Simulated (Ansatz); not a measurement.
C2H9AlS (`C[S+](C)[AlH3-]`), relaxed with RKS PBE0-D4/def2-TZVP in Ansatz 0.2.0 from a PBE-D4/def2-SVP geometry. The force threshold is 0.005 eV/Å; the program also tests the step.

Total charge 0; spin multiplicity 1.

Start:

```xyz
13

C    -0.261   -1.666    0.338
S    -0.835   -0.130   -0.454
C    -1.023    0.952    0.999
Al    1.288    0.750   -1.474
H     0.671   -1.486    0.909
H    -1.060   -2.069    0.989
H    -0.048   -2.382   -0.477
H    -0.061    1.052    1.538
H    -1.324    1.945    0.616
H    -1.815    0.551    1.660
H     1.416    2.060   -0.538
H     2.214   -0.521   -1.100
H     0.838    0.944   -3.006
```

| step | energy (eV) | largest force (eV/Å) | largest move (Å) |
| --- | --- | --- | --- |
| 1 | -19644.8033 | 0.576 | 0.000 |
| 2 | -19644.8470 | 0.311 | 0.034 |
| 3 | -19644.8511 | 0.112 | 0.034 |
| 4 | -19644.8528 | 0.042 | 0.025 |
| 5 | -19644.8529 | 0.019 | 0.003 |
| 6 | -19644.8536 | 0.005 | 0.052 |
| 7 | -19644.8538 | 0.009 | 0.007 |
| 8 | -19644.8552 | 0.173 | 0.197 |
| 9 | -19644.8580 | 0.117 | 0.034 |
| 10 | -19644.8726 | 0.038 | 0.200 |
| 11 | -19644.8788 | 0.194 | 0.156 |
| 12 | -19644.8897 | 0.208 | 0.194 |
| 13 | -19644.8995 | 0.211 | 0.154 |
| 14 | -19644.9103 | 0.150 | 0.135 |
| 15 (rejected) | -19644.9090 | 0.183 | 0.164 |
| 16 | -19644.9181 | 0.012 | 0.082 |
| 17 | -19644.9197 | 0.005 | 0.059 |
| 18 | -19644.9205 | 0.052 | 0.115 |
| 19 | -19644.9209 | 0.010 | 0.018 |
| 20 | -19644.9209 | 0.007 | 0.011 |
| 21 | -19644.9209 | 0.005 | 0.017 |
| 22 | -19644.9209 | 0.003 | 0.005 |

End:

```xyz
13

C    -0.415   -1.628    0.060
S    -0.886    0.043   -0.398
C    -0.803    0.864    1.197
Al    1.206    0.821   -1.386
H     0.561   -1.618    0.548
H    -1.174   -2.060    0.712
H    -0.354   -2.204   -0.862
H     0.192    0.744    1.625
H    -0.995    1.922    1.018
H    -1.567    0.461    1.860
H     0.852    2.372   -1.548
H     2.140    0.402   -0.146
H     1.242   -0.118   -2.680
```

Run time 52 s (4 threads of an Arm Neoverse V2 on a shared host); peak host memory 0.5 GiB.
